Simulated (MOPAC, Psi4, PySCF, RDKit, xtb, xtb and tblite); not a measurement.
Two geometries of SMILES OB(O)c1cccs1, relaxed at GFN2-xTB with one dihedral held; other torsions can differ between them too.

Structure A

```
13

O     -0.2217    -0.7488     0.3207
B     -1.5077    -0.3382     0.3619
O     -1.9169     0.4068     1.4249
C     -2.4447    -0.7473    -0.8190
C     -2.1429    -1.4922    -1.9256
C     -3.2260    -1.6798    -2.8079
C     -4.3604    -1.0741    -2.3710
S     -4.1204    -0.2672    -0.8767
H      0.2935    -0.4618     1.0758
H     -2.8320     0.6831     1.4275
H     -1.1579    -1.8903    -2.0880
H     -3.1643    -2.2391    -3.7245
H     -5.3278    -1.0488    -2.8322
```

Structure B

```
13

O      2.1841    -1.5118     0.8711
B      1.6681    -0.3683     0.3320
O      2.3156     0.7980     0.5379
C      0.3134    -0.3201    -0.4438
C     -0.2889     0.7552    -1.0379
C     -1.5134     0.4552    -1.6676
C     -1.8464    -0.8567    -1.5525
S     -0.6680    -1.7422    -0.6758
H      1.5635    -2.1976     1.1073
H      3.1348     0.7021     1.0257
H      0.1513     1.7354    -1.0129
H     -2.1184     1.1810    -2.1814
H     -2.7130    -1.3637    -1.9285
```

Question: Which is lower in energy at the level DF-MP2 (frozen core)/cc-pVTZ // GFN2-xTB run with Psi4 1.11, and by how much?

Answer: A is lower, by 1.91 kcal/mol (dihedral H9–O1–B2–O3: 0° in A, 150° in B).

E(B) − E(A) in kcal/mol at the other levels, on the same two geometries: GFN2-xTB (xtb and tblite) 2.11; B3LYP/def2-SVP // GFN2-xTB (Psi4) 1.79; B3LYP-D3(BJ)/def2-SVP // GFN2-xTB (Psi4) 1.81; PBE/def2-SVP // GFN2-xTB (Psi4) 1.84; PBE-D3(BJ)/def2-SVP // GFN2-xTB (Psi4) 1.85; HF/cc-pVTZ // GFN2-xTB (Psi4) 1.78; UFF // GFN2-xTB (RDKit) -2.71; PM3, restricted, heats of formation // GFN2-xTB (MOPAC) 1.96; PM6, restricted, heats of formation // GFN2-xTB (MOPAC) 1.39; GFN1-xTB // GFN2-xTB (xtb) 1.81; restricted B3LYP/6-31G*, spherical d, density fitting // GFN2-xTB (PySCF) 1.89; restricted Hartree-Fock/STO-3G // GFN2-xTB (PySCF) 2.93; restricted Hartree-Fock/LANL2DZ, with its core potentials past Ne // GFN2-xTB (PySCF) 1.84; restricted Hartree-Fock/3-21G // GFN2-xTB (PySCF) 1.56.
